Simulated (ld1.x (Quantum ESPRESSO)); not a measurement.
**Reading a pseudo-wave (Cr)**

Columns: radius, all-electron u(r) and pseudo u(r) of the 4s shell (level -4.01 eV) of chromium in the configuration [Ar] 3d5 4s1 4p0; PBE, scalar-relativistic, TM semilocal scheme, ld1.x (Quantum ESPRESSO) 7.5.

```tsv
r (bohr)	all-electron	pseudo
0.208	-0.1463	-0.0209
0.415	0.0855	-0.0443
0.622	0.2413	-0.0729
0.830	0.2014	-0.1100
1.038	0.0631	-0.1586
1.245	-0.0957	-0.2201
1.453	-0.2403	-0.2940
1.660	-0.3572	-0.3733
1.868	-0.4461	-0.4487
2.075	-0.5089	-0.5090
2.282	-0.5499	-0.5499
2.490	-0.5733	-0.5733
2.698	-0.5824	-0.5824
2.905	-0.5802	-0.5802
3.113	-0.5692	-0.5692
3.320	-0.5518	-0.5518
3.528	-0.5294	-0.5294
3.735	-0.5039	-0.5039
3.943	-0.4762	-0.4762
4.150	-0.4475	-0.4475
4.358	-0.4183	-0.4183
4.565	-0.3895	-0.3895
4.773	-0.3613	-0.3613
4.980	-0.3342	-0.3342
5.188	-0.3082	-0.3082
5.395	-0.2837	-0.2837
```

(1) How many radial nodes do the two functions have?

(2) At about which radius was the pseudo-wave matched?

(3) Is the pseudo-wave norm-conserving?

Answers

(1) The all-electron 4s function has n − l − 1 = 3 (the table is too coarse to show those close to the nucleus); the pseudo-wave has 0, since the states of the same l below it are removed with the core.

(2) 2.30 bohr. The columns agree to 0.0005 from 2.08 bohr on; several derivatives are matched, so the curves merge somewhat inside the radius.

(3) Yes: the TM semilocal scheme keeps the norm inside the radius equal to the all-electron one, which fixes the energy derivative of the logarithmic derivative at the level.
